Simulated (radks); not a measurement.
Q: Excited configurations of Be III: one electron is placed in a higher orbital outside 1s1. The ground configuration is [He]. Method: scalar-relativistic Kohn-Sham, r2SCAN, spin-unpolarised, spherical densities, finite nucleus; meta-GGA in the generalised Kohn-Sham scheme; Fermi nuclear charge, rms radius 2.519 fm; computed with a radial shooting solver on a logarithmic mesh with Libxc functionals. Excitation = E - E(ground); binding = E(ion) - E, where the ion is the core of charge +3; n* = 3/sqrt(2 binding) in atomic units, and the quantum defect is n - n*.

| outer orbital | excitation (eV) | binding (eV) | n* | quantum defect | eigenvalue (eV) | <r> (bohr) |
|---|---|---|---|---|---|---|
| 2s | 126.69 | 33.814 | 1.903 | 0.097 | -28.962 | 1.795 |
| 3s | 145.95 | 14.556 | 2.900 | 0.100 | -12.577 | 4.176 |
| 3p | 146.98 | 13.529 | 3.008 | -0.008 | -11.480 | 4.121 |
| 4d | 153.06 | 7.442 | 4.056 | -0.056 | -6.249 | 7.152 |
| 5p | 155.55 | 4.959 | 4.969 | 0.031 | -4.312 | 12.05 |
| 6d | 157.13 | 3.379 | 6.020 | -0.020 | -2.918 | 17.20 |
| 6f | 157.12 | 3.386 | 6.014 | -0.014 | -2.881 | 16.22 |
| 7s | 157.90 | 2.609 | 6.851 | 0.149 | -2.296 | 23.71 |
| 7p | 157.95 | 2.553 | 6.926 | 0.074 | -2.238 | 23.99 |
| 7f | 158.00 | 2.507 | 6.989 | 0.011 | -2.156 | 22.72 |

Estimate the row for 7d.

A: excitation (eV) 158.01; binding (eV) 2.497; n* 7.003; quantum defect -0.003; eigenvalue (eV) -2.171; <r> (bohr) 23.74. The Delta-SCF ionisation energy is 160.51 eV (NIST Atomic Spectra Database: 153.90 eV, theoretical). Self-interaction in the functional shifts the binding energies and quantum defects, so they are the method's values and not measured ones. Spin polarisation and multiplet splitting are left out, so open shells lie too high by an amount that depends on their filling.

Beside tabulated values, note that spin-unpolarised runs miss the spin-polarisation part of the exchange energy of open shells.
